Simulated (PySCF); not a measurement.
C₃H₃BrF₂, SMILES [C@H]1(Br)[C@H](F)[C@@H]1F. Atoms are numbered in the order given.

```xyz
9

F     -2.1992     0.2030     1.3852
C     -1.2020    -0.4380     0.7491
C     -1.2020    -0.4380    -0.7491
F     -2.1992     0.2030    -1.3852
C     -0.2187     0.4026     0.0000
Br     1.6420     0.0108     0.0000
H     -0.8534    -1.3339     1.2746
H     -0.8534    -1.3339    -1.2746
H     -0.4414     1.4737     0.0000
```

Coordinates come from a PBE0-D3(BJ)/def2-SVP optimisation. The structure was generated by enumeration; whether it is a known compound was not checked.

Computed with PBE0/pcSseg-1 (PySCF).

GIAO shieldings, no solvent; atoms alike by connectivity are averaged. δ = σ(ref) − σ: ¹⁹F against CFCl3 (σ = 167.2 ppm); ¹³C against TMS (σ = 186.3 ppm); ¹H against TMS (σ = 31.56 ppm), references at their B3LYP-D3(BJ)/def2-TZVP geometries, non-relativistic (without spin–orbit terms, shifts of atoms bonded to Cl or Br come out too high).

Computed chemical shifts:
```tsv
nucleus	atoms	count	δ (ppm)
¹⁹F	F1, F4	2	-248.4
¹³C	C2, C3	2	79.1
¹³C	C5	1	34.0
¹H	H7, H8	2	4.37
¹H	H9	1	3.31
```
